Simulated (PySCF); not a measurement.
Relaxation of quartet Rb3

Level of theory: UPBE0 in PySCF with Rb def2-TZVP with ECP28; scalar-relativistic core potentials, no spin–orbit coupling; density-fitted integrals. A (50,194) grid was used.

A hand-made equilateral triangle start, of D3h symmetry, held to at least that symmetry:

Coordinates in bohr (charge 0 multiplicity 4):
```
Rb    0.0000    4.9489    0.0000
Rb    4.2859   -2.4745    0.0000
Rb   -4.2859   -2.4745    0.0000
```

At each step, columns x, y, z (Å) and Fx, Fy, Fz (eV/Å):

```
step 0  E − E(last) = 14.44 kJ/mol
Rb   0.000   2.619   0.000   0.000   0.255   0.000
Rb   2.268  -1.309   0.000   0.223  -0.128   0.000
Rb  -2.268  -1.309   0.000  -0.223  -0.128   0.000
step 1  E − E(last) = 13.46 kJ/mol
Rb   0.000   2.632   0.000   0.000   0.242   0.000
Rb   2.280  -1.316   0.000   0.212  -0.121   0.000
Rb  -2.280  -1.316   0.000  -0.212  -0.121   0.000
step 2  E − E(last) = 4.58 kJ/mol
Rb   0.000   2.808   0.000   0.000   0.116   0.000
Rb   2.432  -1.404   0.000   0.101  -0.058   0.000
Rb  -2.432  -1.404   0.000  -0.101  -0.058   0.000
step 3  E − E(last) = 1.40 kJ/mol
Rb   0.000   2.939   0.000   0.000   0.054   0.000
Rb   2.545  -1.470   0.000   0.048  -0.027   0.000
Rb  -2.545  -1.470   0.000  -0.048  -0.027   0.000
step 4  E − E(last) = 0.29 kJ/mol
Rb   0.000   3.043   0.000   0.000   0.021   0.000
Rb   2.635  -1.521   0.000   0.018  -0.011   0.000
Rb  -2.635  -1.521   0.000  -0.018  -0.011   0.000
step 5  E − E(last) = 0.04 kJ/mol
Rb   0.000   3.106   0.000   0.000   0.007   0.000
Rb   2.690  -1.553   0.000   0.006  -0.004   0.000
Rb  -2.690  -1.553   0.000  -0.006  -0.004   0.000
step 6  E − E(last) = 0.00 kJ/mol
Rb   0.000   3.137   0.000   0.000   0.001   0.000
Rb   2.716  -1.568   0.000   0.001   0.000   0.000
Rb  -2.716  -1.568   0.000  -0.001   0.000   0.000
```

It ends at D3h with Rb–Rb 5.433 Å (×3); Rb–Rb–Rb 60.0° (×3). The frequency run here used a shortcut that can spoil soft modes, so no verdict on minimum or saddle point is given. Other isomers or separated fragments may lie lower.

At this level a doublet minimum of C2v symmetry lies 56 kJ/mol below this structure.

The relaxation took 15 s on 2 threads of a shared Arm Neoverse V1 host, with 99 basis functions and 7 gradients.
